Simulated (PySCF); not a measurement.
## How methods differ on the ionisation energy of Hg

Hg [Xe] 4f14 5d10 6s2 (1S) → Hg+ [Xe] 4f14 5d10 6s1 (2S), as a difference of total energies. All numbers are calculated (PySCF 2.14, scalar relativity through the core potential, in aug-cc-pVDZ-PP with ECP60MDF (5s5p4d2f, 54 functions)). Correlated levels: valence: 5s2 5p6 frozen. The calculations carry no spin-orbit coupling.

```tsv
method	ionisation energy (eV)	error (eV)
UHF	8.541	-1.897
LDA	10.931	+0.493
PBE	10.514	+0.076
PBE0	10.216	-0.222
r2SCAN	10.416	-0.022
CAM-B3LYP	10.313	-0.125
r2SCAN0	10.219	-0.219
wB97M-V	10.044	-0.394
TPSSh	10.242	-0.196
MP2 (valence)	10.365	-0.073
SCS-MP2 (valence)	10.307	-0.131
```

Reference: 10.438 eV (measured; NIST Atomic Spectra Database, ionization energies).

Errors of the correlated levels include the incompleteness of this basis and the frozen core.
